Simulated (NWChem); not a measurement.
Program: NWChem. System: C$_{4}$H$_{8}$Si, charge 0, spin multiplicity 1, at a geometry optimised with PBE0/def2-SVP. The structure started from a generated list of species. Level: MP2/def2-SVP, 9 core orbitals frozen.

Input file:

```
start mol
memory heap 200 mb stack 800 mb global 1000 mb
geometry units angstroms nocenter noautoz
  C      0.528238    -3.035260     0.000000
  C     -0.279454    -1.965038     0.000000
  C      0.194242    -0.589863     0.000000
  C     -0.603180     0.497578     0.000000
  Si     0.026641     2.252736     0.000000
  H      1.617293    -2.924619     0.000000
  H      0.130930    -4.053001     0.000000
  H     -1.366759    -2.108270     0.000000
  H      1.285438    -0.461850     0.000000
  H     -1.689180     0.327978     0.000000
  H     -0.455814     2.998743    -1.205000
  H      1.521849     2.239476     0.000000
  H     -0.455814     2.998743     1.205000
  symmetry group Cs
end
basis spherical
  * library def2-svp
end
scf
  rhf
  nopen 0
  maxiter 100
  thresh 1e-7
  semidirect memsize 60000000 filesize 0
end
mp2
  freeze core 9
end
task mp2 energy
```

NWChem printed:

```
             Northwest Computational Chemistry Package (NWChem) 7.3.0
             --------------------------------------------------------

                                NWChem Input Module
                                -------------------

 Scaling coordinates for geometry "geometry" by  1.889725989
 (inverse scale =  0.529177249)

 Turning off AUTOSYM since
 SYMMETRY directive was detected!

                             Geometry "geometry" -> ""
                             -------------------------

 Output coordinates in angstroms (scale by  1.889725989 to convert to a.u.)

  No.       Tag          Charge          X              Y              Z
 ---- ---------------- ---------- -------------- -------------- --------------
    1 C                    6.0000     0.52823800    -3.03526000     0.00000000
    2 C                    6.0000    -0.27945400    -1.96503800     0.00000000
    3 C                    6.0000     0.19424200    -0.58986300     0.00000000
    4 C                    6.0000    -0.60318000     0.49757800     0.00000000
    5 Si                  14.0000     0.02664100     2.25273600     0.00000000
    6 H                    1.0000     1.61729300    -2.92461900     0.00000000
    7 H                    1.0000     0.13093000    -4.05300100     0.00000000
    8 H                    1.0000    -1.36675900    -2.10827000     0.00000000
    9 H                    1.0000     1.28543800    -0.46185000     0.00000000
   10 H                    1.0000    -1.68918000     0.32797800     0.00000000
   11 H                    1.0000    -0.45581400     2.99874300    -1.20500000
   12 H                    1.0000     1.52184900     2.23947600     0.00000000
   13 H                    1.0000    -0.45581400     2.99874300     1.20500000

 Effective nuclear repulsion energy (a.u.)     191.2625128284

            Nuclear Dipole moment (a.u.)
            ----------------------------
        X                 Y               Z
 ---------------- ---------------- ----------------
    -0.0000132281     0.0000113384     0.0000000000

      Symmetry information
      --------------------

 Group name             Cs
 Group number              2
 Group order               2
 No. of unique centers    12

      Symmetry unique atoms

     1    2    3    4    5    6    7    8    9   10   11   12


 Summary of "ao basis" -> "" (spherical)
 ------------------------------------------------------------------------------
       Tag                 Description            Shells   Functions and Types
 ---------------- ------------------------------  ------  ---------------------
 *                          def2-svp                  on all atoms

 Summary of "ao basis" -> "ao basis" (spherical)
 ------------------------------------------------------------------------------
       Tag                 Description            Shells   Functions and Types
 ---------------- ------------------------------  ------  ---------------------
 C                          def2-svp                 6       14   3s2p1d
 Si                         def2-svp                 8       18   4s3p1d
 H                          def2-svp                 3        5   2s1p

                                 NWChem SCF Module
                                 -----------------

  ao basis        = "ao basis"
  functions       =   114
  atoms           =    13
  closed shells   =    23
  open shells     =     0
  charge          =   0.00
  wavefunction    = RHF
  use symmetry    = T
  symmetry adapt  = T
[...]
   Bfn.  Coefficient  Atom+Function         Bfn.  Coefficient  Atom+Function
  ----- ------------  ---------------      ----- ------------  ---------------
    45      1.654642   4 C  s                68      1.307172   5 Si py
    67      0.888868   5 Si px              106     -0.679079  12 H  s
    91     -0.641242   9 H  s                96     -0.458518  10 H  s
    35      0.433142   3 C  px               50      0.430204   4 C  py
    31      0.273656   3 C  s                60     -0.269546   5 Si s

 Vector   26  Occ=0.000000D+00  E= 1.891456D-01  Symmetry=a'
              MO Center= -4.4D-01,  2.8D-01,  1.1D-14, r^2= 8.7D+00
   Bfn.  Coefficient  Atom+Function         Bfn.  Coefficient  Atom+Function
  ----- ------------  ---------------      ----- ------------  ---------------
    86      0.965532   8 H  s               106     -0.925625  12 H  s
    67      0.899007   5 Si px               96      0.893655  10 H  s
    45     -0.849147   4 C  s                17     -0.712541   2 C  s
    68     -0.707550   5 Si py               76     -0.558590   6 H  s
    91     -0.525436   9 H  s               101      0.462802  11 H  s

 center of mass
 --------------
 x =  -0.01313126 y =   0.02075812 z =   0.00000000

 moments of inertia (a.u.)
 ------------------
        1293.045611790085          67.193746005195           0.000000000000
          67.193746005195          85.265236318074           0.000000000000
           0.000000000000           0.000000000000        1357.407450381347

  Mulliken analysis of the total density
  --------------------------------------

    Atom       Charge   Shell Charges
 -----------   ------   -------------------------------------------------------
    1 C    6     6.07   1.99  0.87  0.25  1.97  0.95  0.03
    2 C    6     6.09   1.99  0.89  0.27  2.00  0.89  0.05
    3 C    6     6.01   1.99  0.90  0.25  1.98  0.84  0.05
    4 C    6     6.37   1.99  0.88  0.34  1.99  1.13  0.03
    5 Si  14    13.29   2.00  1.99  0.94  0.15  5.94  1.23  0.81  0.23
    6 H    1     0.94   0.75  0.17  0.03
    7 H    1     0.93   0.75  0.16  0.03
    8 H    1     0.95   0.75  0.17  0.02
    9 H    1     0.95   0.76  0.17  0.02
   10 H    1     0.94   0.74  0.17  0.03
   11 H    1     1.15   0.74  0.40  0.01
   12 H    1     1.16   0.74  0.40  0.01
   13 H    1     1.15   0.74  0.40  0.01

       Multipole analysis of the density wrt the origin
       ------------------------------------------------

     L   x y z        total         open         nuclear
     -   - - -        -----         ----         -------
     0   0 0 0     -0.000000      0.000000     46.000000

     1   1 0 0     -0.013113      0.000000     -0.000013
     1   0 1 0     -0.447053      0.000000      0.000011
     1   0 0 1     -0.000000      0.000000      0.000000

     2   2 0 0    -28.391499      0.000000     58.208702
     2   1 1 0     -0.276733      0.000000    -38.659081
     2   1 0 1     -0.000000      0.000000      0.000000
     2   0 2 0    -29.667975      0.000000    734.966940
     2   0 1 1      0.000000      0.000000      0.000000
     2   0 0 2    -32.994867      0.000000     10.370549

                   NWChem MP2 Semi-direct Energy/Gradient Module
                   ---------------------------------------------

  Basis functions       =    114
  Molecular orbitals    =    114
  Frozen core           =      9
  Frozen virtuals       =      0
  Active alpha occupied =     14
  Active beta occupied  =     14
  Active alpha virtual  =     91
  Active beta virtual   =     91
  Use MO symmetry       = T
  Use skeleton AO sym   = T

  AO/Fock/Back tols     =   1.0D-09  1.0D-09  1.0D-09

 GA uses MA = F    GA memory limited = T

 Available:
  local mem=  1.15D+08
 global mem=  1.31D+08
 local disk=  0.00D+00
  mp2_memr nvloc                    91
  nvloc new                    91
   1 passes of  14:        3145728                      58998                  25617718.
   1 passes of  14: M    114663538           G      131046008           F     111517810.

 Semi-direct pass number   1 of   1  for RHF alpha+beta  at        4.9s
  vrange nnbf                  5909
  mp2_eaftype                    97  avail_ma_in_mb                   999
 EAF : mp2_eaftype filesize          97   12808859.
  mp2_eaf for mointskh                     97
Node 0 wrote     60.2 Mb in      0.0 s     Agg I/O rate:  1889.5 Mb/s
 Done moints_semi at       11.6s
  mp2_eaftype                    97  avail_ma_in_mb                   902
 EAF : mp2_eaftype filesize          97   12808859.
  mp2_eaf for kh                    97
 Done maket at       12.1s
 Done multipass loop at       12.1s

          -------------------------------------------
          SCF energy                -444.816168705848
          Correlation energy          -0.632663359807
          Singlet pairs               -0.421753034334
          Triplet pairs               -0.210910325472
          Total MP2 energy          -445.448832065655
          -------------------------------------------

          ---------------------------------------------------
                    Spin Component Scaled (SCS) MP2
          Same spin pairs                     -0.140606883648
          Same spin scaling factor             0.333333333333
          Opposite spin pairs                 -0.492056476158
          Opposite spin scaling fact.          1.200000000000
          SCS-MP2 correlation energy          -0.637336732606
          Total SCS-MP2 energy              -445.453505438454
          ---------------------------------------------------

 -----------------------
 Performance information
 -----------------------

 Timer overhead =  2.37D-07 seconds/call

               Nr. of calls         CPU time (s)                 Wall time (s)                GFlops
             ---------------    -------------------     ------------------------------   -------------------
Name         Min   Avg   Max    Min     Avg     Max     Min     Avg     Max   Mx/calls   Min     Max     Sum
mp2: moin     1     1     1    6.7     6.7     6.7      6.7     6.7     6.7     6.7      0.0     0.0     0.0
mp2: make     1     1     1   0.50    0.50    0.50     0.50    0.50    0.50    0.50      0.0     0.0     0.0
mp2: tota     1     1     1    7.3     7.3     7.3      7.3     7.3     7.3     7.3      0.0     0.0     0.0

 The average no. of pstat calls per process was 3.00D+00
 with a timing overhead of 7.12D-07s

 Task  times  cpu:       12.1s     wall:       12.1s

 Total times  cpu:       12.1s     wall:       12.1s
```
